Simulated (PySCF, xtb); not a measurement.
Ag₂, SMILES [Ag][Ag], multiplicity 1.

GFN2-xTB run with xtb at its own geometry gives an orbital gap of 2.38 eV and a dipole moment of 0.00 D.

Coordinates come from a PBE0-D3(BJ)/def2-TZVPD optimisation. The spin state was assumed, not searched. The def2 effective core potentials stand for the cores of Ag; spin–orbit coupling is left out.

Problem. What does PySCF with ωB97X/def2-TZVPD give? (Estimate from the structure and the level; the computed values follow.)

Solution. gap 6.72 eV (levels -7.41 and -0.69 eV), dipole 0.00 D.
